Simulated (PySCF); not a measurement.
Radial density of Kr⁺ (krypton, charge +1)

UHF, [Ar] 3d10 4s1 4p5 4d1, one real determinant (an excited configuration). Calculation: PySCF 2.14, in aug-cc-pV5Z-PP with ECP10MDF (8s7p6d4f3g2h, 136 functions); a scalar-relativistic core potential. This is the valence pseudo-density: the core potential removes the inner electrons and smooths the orbitals near the nucleus.

```json
{"r (bohr)": "0.000608", "4πr²ρ (e/bohr)": "6.568e-05", "4πr²(ρα − ρβ)": "0.0000"}
{"r (bohr)": "0.00102", "4πr²ρ (e/bohr)": "0.0001834", "4πr²(ρα − ρβ)": "0.0000"}
{"r (bohr)": "0.00172", "4πr²ρ (e/bohr)": "0.0005027", "4πr²(ρα − ρβ)": "0.0001"}
{"r (bohr)": "0.00289", "4πr²ρ (e/bohr)": "0.001336", "4πr²(ρα − ρβ)": "0.0001"}
{"r (bohr)": "0.00486", "4πr²ρ (e/bohr)": "0.003425", "4πr²(ρα − ρβ)": "0.0004"}
{"r (bohr)": "0.00818", "4πr²ρ (e/bohr)": "0.008190", "4πr²(ρα − ρβ)": "0.0009"}
{"r (bohr)": "0.0138", "4πr²ρ (e/bohr)": "0.01766", "4πr²(ρα − ρβ)": "0.0019"}
{"r (bohr)": "0.0231", "4πr²ρ (e/bohr)": "0.03272", "4πr²(ρα − ρβ)": "0.0034"}
{"r (bohr)": "0.0389", "4πr²ρ (e/bohr)": "0.05649", "4πr²(ρα − ρβ)": "0.0048"}
{"r (bohr)": "0.0655", "4πr²ρ (e/bohr)": "0.1865", "4πr²(ρα − ρβ)": "0.0058"}
{"r (bohr)": "0.110", "4πr²ρ (e/bohr)": "1.346", "4πr²(ρα − ρβ)": "0.0113"}
{"r (bohr)": "0.185", "4πr²ρ (e/bohr)": "7.866", "4πr²(ρα − ρβ)": "0.0626"}
{"r (bohr)": "0.312", "4πr²ρ (e/bohr)": "27.40", "4πr²(ρα − ρβ)": "0.3464"}
{"r (bohr)": "0.524", "4πr²ρ (e/bohr)": "33.23", "4πr²(ρα − ρβ)": "0.1667"}
{"r (bohr)": "0.882", "4πr²ρ (e/bohr)": "9.158", "4πr²(ρα − ρβ)": "0.5281"}
{"r (bohr)": "1.48", "4πr²ρ (e/bohr)": "4.825", "4πr²(ρα − ρβ)": "1.8321"}
{"r (bohr)": "2.49", "4πr²ρ (e/bohr)": "1.736", "4πr²(ρα − ρβ)": "0.6605"}
{"r (bohr)": "4.20", "4πr²ρ (e/bohr)": "0.2087", "4πr²(ρα − ρβ)": "0.1587"}
{"r (bohr)": "7.06", "4πr²ρ (e/bohr)": "0.009581", "4πr²(ρα − ρβ)": "0.0095"}
```

⟨L²⟩ = 7.65 against 12 for a pure F term, so this real determinant mixes terms. Energies and moments cover only the electrons outside the core potential. The outer electron is Rydberg-like, and this basis confines it to a smaller radius and binds it less than a complete one would.
